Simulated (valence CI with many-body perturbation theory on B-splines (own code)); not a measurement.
Values are calculated unless marked as measured or tabulated.
Sensitivity of CI+MBPT for Sr16+

Method: relativistic CI+MBPT: four valence electrons over a frozen Dirac-Fock core [Ar], a basis of 6 s, 6 p, 5 d, 5 f, 1 g functions for each j, with the one-electron correlation potential Σ1, the two-electron term Σ2, the three-electron term Σ3, Breit, model QED; selected CI, second order for the rest, scaled by the run's own slope (own B-spline code, finite nucleus).

No measured levels were compared; by estimate terms of the open shell hold to 2 to 4 % of their energy, and close levels can change places. Only levels of the ground parity were solved; by the run's estimate the other parity begins above the list, which can be wrong where configurations are misplaced.

The reference run has the lowest level 3d4 5D_0 and an ionisation energy of 611.863 eV. Its largest variational space holds 7936 state functions.

Names give the largest LS component (configuration and term), which can be under half, so a name can repeat, a term be missing and a line seem to break the LS rules; names also repeat where a configuration has a term twice.

Changed runs:
A. highest l with Σ1, explicit Σ2 and valence Breit (higher l get mean screening factors) 3 → 2
B. highest l in the core sums 6 → 5; shift of the energy in Σ1 (hartree) 0 → -6.667
C. hole-hole ladder in Σ2 on → off
D. size limit of the variational space 10000 → 100; second order for the rest on → off (bad on purpose)

Excitation energies of the reference run in cm⁻¹, and shifts in cm⁻¹:

```tsv
Level	Reference	A	B	C	D
3d4 5D_1	3949	-25	+319	-316	+591
3d4 5D_2	9193	-37	+619	-507	+943
3d4 5D_3	14758	-34	+855	-549	+932
3d4 5D_4	20271	-17	+1021	-461	+1006
3d4 3P_0	55516	+465	+29	+5609	+2472
3d4 3H_4	62150	+704	+177	-1770	+2521
3d4 3P_1	70292	+460	+628	+5229	+3383
3d4 3H_5	70510	+704	+675	-2770	+1713
3d4 3G_3	72649	+606	+416	+878	+3146
3d4 3F_2	74949	+591	+518	+2702	+3626
3d4 3H_6	75197	+748	+858	-3225	+1316
3d4 3F_4	79694	+605	+976	+275	+2862
Ionisation energy (eV)	611.863	-0.026	-2.165	-0.455	-0.134
```
